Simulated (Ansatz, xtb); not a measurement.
# Two isomers of C3H9GeNO

Structure I is `N[C@@H]1C[C@@H]([GeH3])O1`, a singlet and structure II is `N[C@@H]1OC[C@@H]1[GeH3]`, a singlet. Both are isolated molecules in the gas phase, relaxed with B3LYP/def2-SVP; the shapes shown needn't be the lowest conformers.

I (Å):

```xyz
15

C     0.9093    0.5096    0.6916
C    -0.2169    1.1454   -0.1461
C     0.0048   -0.0341   -1.1162
Ge    0.8732    0.3468   -2.8640
N     0.6359    0.2564    2.0564
O     0.9370   -0.6538   -0.2001
H     1.4196   -0.1965    2.5249
H    -0.1867   -0.3364    2.1694
H     1.8742    1.0436    0.6252
H    -1.1892    1.1277    0.3696
H    -0.0312    2.1645   -0.5157
H    -0.8817   -0.6726   -1.2817
H     2.0898    1.2689   -2.6278
H     1.3517   -0.9719   -3.5045
H    -0.1110    1.0496   -3.8306
```

II (Å):

```xyz
15

C    -0.7972    0.1661   -0.0066
C     0.5832   -0.6848    1.3084
C    -0.0501   -1.1941   -0.0048
Ge    1.1362   -1.6204   -1.5274
N    -0.6446    1.0107   -1.1398
O    -0.0892    0.5768    1.1963
H    -1.2297    1.8425   -1.0756
H     0.3228    1.3181   -1.2433
H    -1.8794    0.0723    0.1992
H     1.6834   -0.5693    1.3268
H     0.2820   -1.2445    2.2131
H    -0.7260   -2.0517    0.1330
H     0.3271   -1.9613   -2.7929
H     1.9953   -2.8446   -1.1349
H     2.0920   -0.4434   -1.8230
```

Quicker runs give these differences E(II) − E(I): GFN2-xTB −0.049 eV; HF/STO-3G −0.030 eV (at GFN2-xTB geometries); r2SCAN-D4/def2-SVP +0.034 eV (at GFN2-xTB geometries).

Estimate E(II) − E(I) at the level CCSD(T)/def2-SVP + ΔMP2/def2-TZVPP.

CCSD(T)/def2-SVP + ΔMP2/def2-TZVPP gives E(II) − E(I) = −0.085 eV, slightly favouring structure II, which is too small a margin to settle the true order.

The same difference at several levels:

```csv
level,geometry,E(II) − E(I) (eV),departure from the last row (eV),"job, with rough time for the two"
GFN2-xTB,GFN2-xTB,−0.049,+0.036,"optimisation, 0.17 s"
HF/STO-3G,GFN2-xTB,−0.030,+0.055,"single point, 0.7 s"
r2SCAN-D4/def2-SVP,GFN2-xTB,+0.034,+0.118,"single point, 7.5 s"
B3LYP/def2-SVP,B3LYP/def2-SVP,−0.036,+0.049,"optimisation, 2.2 min"
HF/def2-SVP,B3LYP/def2-SVP,−0.096,−0.012,part of the CCSD(T) run
MP2/def2-SVP,B3LYP/def2-SVP,−0.098,−0.013,part of the CCSD(T) run
CCSD(T)/def2-SVP,B3LYP/def2-SVP,−0.090,−0.006,single point
CCSD(T)/def2-SVP + ΔMP2/def2-TZVPP,B3LYP/def2-SVP,−0.085,,"single point, 3.3 min"
```

As drawn, both hold the same kinds of bond in the same numbers.

r2SCAN-D4/def2-SVP puts the two in the other order. The largest departure from CCSD(T)/def2-SVP + ΔMP2/def2-TZVPP is that of r2SCAN-D4/def2-SVP, 0.118 eV. The last row adds to CCSD(T) the change of the MP2 difference between the two basis sets, here +0.006 eV.

With thermal terms from frequencies at re-optimised GFN2-xTB minima (ideal gas, soft modes damped towards free rotors, one conformer each, 298.15 K, 1 atm): the zero-point term adds +0.020 eV; ΔH is −0.073 and ΔG −0.051 eV.

The correlated steps freeze 14 core orbitals; the filled d shell of Ge is correlated, in a basis made for valence electrons. Run with Ansatz 0.2.0, xtb 6.7.1; the last row on 2 threads of Arm Neoverse V2 on a shared host.
